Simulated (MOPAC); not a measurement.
Job for MOPAC: PM6 on LiBe+, 2S+1 = 1, a point of a bond scan (R = 2.544 Å). Charge +1.

```
PM6 1SCF PRECISE CHARGE=1 THREADS=1
BeLi

Li     0.00000000 1     0.00000000 1     0.00000000 1
Be     0.00000000 1     0.00000000 1     2.54380600 1
```

It printed:

```
*******************************************************************************
 **                                                                           **
 **                              MOPAC v23.2.5                                **
 **                                                                           **
 *******************************************************************************
 ** MOPAC's Digital Object Identifier: https://doi.org/10.5281/zenodo.6511958 **
 **                                                                           **
 ** Please cite the open-source release paper for use of this MOPAC version:  **
 ** J. E. Moussa and J. J. P. Stewart (2026)                                  **
 ** MOPAC: An open-source semiempirical molecular orbital program             **
 ** J. Open Source Softw., 11(119), 8025, https://doi.org/10.21105/joss.08025 **
 *******************************************************************************

                              PM6 CALCULATION RESULTS

 *******************************************************************************
 *  PM6        - The PM6 Hamiltonian to be used
 *
 *
 *
 *                 CHARGE ON SYSTEM = +1
 *
 *
 *
 *  PRECISE    - TIGHTER CRITERIA TO BE USED
 *  1SCF       - DO 1 SCF AND THEN STOP
 *  THREADS=1  - MULTI-THREADING NOT USED
 *  T=         - A TIME OF 172800.0 SECONDS REQUESTED
 *  DUMP=N     - RESTART FILE WRITTEN EVERY 7200.0 SECONDS REQUESTED
 *******************************************************************************
PM6 1SCF PRECISE CHARGE=1 THREADS=1
 BeLi

   ATOM   CHEMICAL          X               Y               Z
  NUMBER   SYMBOL      (ANGSTROMS)     (ANGSTROMS)     (ANGSTROMS)

     1      Li          0.00000000  *   0.00000000  *   0.00000000  *
     2      Be          0.00000000  *   0.00000000  *   2.54380600  *



          CARTESIAN COORDINATES

    NO.       ATOM           X           Y           Z

     1        Li          0.0000      0.0000      0.0000
     2        Be          0.0000      0.0000      2.5438

 General Reference for PM6:
 "Optimization of Parameters for Semiempirical Methods V: Modification of NDDO Approximations
 and Application to 70 Elements", J. J. P. Stewart, J. Mol. Mod., 13, 1173-1213 (2007)
 URL: https://link.springer.com/article/10.1007/s00894-007-0233-4

           Empirical Formula: Li Be  =     2 atoms



      MOLECULAR POINT GROUP   :   C*v


      RHF CALCULATION, NO. OF DOUBLY OCCUPIED LEVELS = 1


 -------------------------------------------------------------------------------
 PM6 1SCF PRECISE CHARGE=1 THREADS=1
 BeLi



     1SCF WAS SPECIFIED, SO BFGS WAS NOT USED
     SCF FIELD WAS ACHIEVED


                              PM6 CALCULATION
                                                       MOPAC v23.2.5 Linux




          FINAL HEAT OF FORMATION =        213.28603 KCAL/MOL =     892.38873 KJ/MOL


          COSMO AREA              =         92.16 SQUARE ANGSTROMS
          COSMO VOLUME            =         76.27 CUBIC ANGSTROMS

          IONIZATION POTENTIAL    =         13.800750 EV
          HOMO LUMO ENERGIES (EV) =        -13.801 -4.021
          NO. OF FILLED LEVELS    =          1
          MOLECULAR WEIGHT        =         15.9522         POINT GROUP:  C*v

          MOLECULAR DIMENSIONS (Angstroms)

            Atom       Atom       Distance
           Be     2   Li     1     2.54381
           Be     2   Li     1     0.00000
           Li     1   Be     2     0.00000


          SCF CALCULATIONS        =          1





   ATOM   CHEMICAL          X               Y               Z
  NUMBER   SYMBOL      (ANGSTROMS)     (ANGSTROMS)     (ANGSTROMS)

     1      Li          0.00000000  *   0.00000000  *   0.00000000  *
     2      Be          0.00000000  *   0.00000000  *   2.54380600  *

                             CARTESIAN COORDINATES

   1   Li        0.000000000     0.000000000     0.000000000
   2   Be        0.000000000     0.000000000     2.543806000


           Empirical Formula: Li Be  =     2 atoms



      MOLECULAR POINT GROUP   :   C*v


                  EIGENVALUES
 -13.80075  -4.02059  -2.13957  -2.07109  -2.07109  -1.03728  -1.03728  -0.91016


              NET ATOMIC CHARGES AND DIPOLE CONTRIBUTIONS

  ATOM NO.   TYPE          CHARGE      No. of ELECS.   s-Pop       p-Pop
    1         Li           0.932887        0.0671     0.06451     0.00260
    2         Be           0.067113        1.9329     1.85495     0.07794
 DIPOLE           X         Y         Z       TOTAL
 POINT-CHG.     0.000     0.000    -6.083     6.083
 HYBRID         0.000     0.000     2.215     2.215
 SUM            0.000     0.000    -3.868     3.868


          ATOMIC ORBITAL ELECTRON POPULATIONS

     Atom    s        px        py        pz
    1 Li   0.06451   0.00000   0.00000   0.00260
    2 Be   1.85495   0.00000   0.00000   0.07794

 **********************
 *                    *
 * JOB ENDED NORMALLY *
 *                    *
 **********************




 == MOPAC DONE ==
```

The run finished.

Cost: very roughly 0.020 core-seconds.
